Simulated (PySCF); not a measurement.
## How methods differ on the excitation energy of Cd²⁺

Cd²⁺ [Kr] 4d10 (1S) → Cd²⁺ [Kr] 4d9 5p1 (high-spin determinant), as a difference of total energies. Computed with PySCF 2.14 in ANO-RCC-VTZP (7s6p4d2f1g, 68 functions), with the spin-free X2C one-electron Hamiltonian (Gaussian nucleus). Correlated levels: valence: [Kr] frozen. The calculations carry no spin-orbit coupling.

```
           method  excitation energy (eV)
              UHF                  16.340
    MP2 (valence)                  17.298
SCS-MP2 (valence)                  17.273
   CCSD (valence)                  17.068
CCSD(T) (valence)                  17.093
```

**Question.** How much does correlation contribute at CCSD(T) (valence)?

**Answer.** 17.093 − (16.340) = 0.753 eV, measured against UHF.

A first-order spin-orbit estimate (lowest level to lowest level, LS coupling) adds -0.158 eV.

The basis was made for the ground configuration and has no added diffuse functions, so the excitation energy can come out too high.

The determinant of the upper state mixes LS terms, which raises its energy above the lowest term, most at the Hartree-Fock and MP2 levels.
